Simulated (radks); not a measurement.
Species: As3+. Configuration: [Ar] 3d10 4d2 (not the ground configuration). Method: scalar-relativistic Kohn-Sham, PBE, spin-polarised, spherical densities, finite nucleus; open shells are filled with parallel spins first; Fermi nuclear charge, rms radius 4.0968 fm; computed with a radial shooting solver on a logarithmic mesh with Libxc functionals.

Local quantities along the radius. ELF = 1/(1 + alpha^2) is the electron localisation function; alpha = (tau - tau_W)/tau_unif compares the Pauli kinetic energy density with that of the uniform gas (summed over spins); s = |grad rho|/(2 (3 pi^2)^(1/3) rho^(4/3)) is the reduced gradient. tau is taken from the large components.

r (bohr),ELF,alpha,s
0.003977,1.000,0.02093,0.4685
0.005221,0.999,0.02312,0.4627
0.006908,0.999,0.02674,0.4651
0.009067,0.999,0.03244,0.4761
0.0119,0.998,0.04202,0.4970
0.01562,0.997,0.05915,0.5297
0.02067,0.991,0.09388,0.5792
0.02713,0.973,0.1674,0.6447
0.03561,0.895,0.3418,0.7205
0.04712,0.628,0.7693,0.7621
0.06185,0.334,1.412,0.6492
0.08118,0.328,1.432,0.3931
0.1066,0.583,0.8453,0.2909
0.141,0.780,0.5318,0.3860
0.1851,0.742,0.5890,0.5568
0.2429,0.396,1.234,0.6478
0.3214,0.258,1.694,0.3424
0.4218,0.583,0.8455,0.2237
0.5537,0.770,0.5470,0.3824
0.7268,0.736,0.5988,0.6268
0.9616,0.489,1.023,1.018
1.262,0.121,2.701,1.545
1.657,0.036,5.211,1.208
2.192,0.135,2.526,0.5955
2.877,0.185,2.099,1.108
3.777,0.096,3.069,2.277
4.957,0.017,7.631,5.324
6.559,0.001,39.36,17.64

On this mesh the ELF has minima near r = 0.071, 0.28, 1.7 bohr, which separate the shells, and maxima near 0.16 (0.79), 0.63 (0.77), 2.9 (0.19).

Self-consistent cycle (total energy in hartree, residual of the potential): 1: -2247.919687, 1e+01; 2: -2254.497517, 5e+00; 3: -2256.729652, 6e-01; 4: -2256.743906, 6e-01; 5: -2256.793938, 2e-01; 6: -2256.798057, 5e-03; 7: -2256.798061, 6e-03; 8: -2256.798064, 4e-04; 9: -2256.798064, 1e-04; 10: -2256.798064, 5e-05; 11: -2256.798064, 3e-05; 12: -2256.798064, 2e-06; 13: -2256.798064, 9e-08; 14: -2256.798064, 2e-08; 15: -2256.798064, 4e-09.
